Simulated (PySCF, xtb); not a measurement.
C2H3ClF2Si, SMILES F/C=C(/F)[SiH2]Cl.

GFN2-xTB run with xtb 6.7.1 at its own geometry gives an orbital gap of 4.46 eV and a dipole moment of 1.24 D.

Geometry: PBE0-D3(BJ)/def2-SVP. The structure was generated by enumeration; whether it is a known compound was not checked. The values are those of a single conformer.

Task: What does M06-2X/def2-TZVP (PySCF) give? (Estimate from the structure and the level; the computed values follow.)

Result: gap 8.94 eV (levels -9.10 and -0.17 eV), dipole 1.49 D.
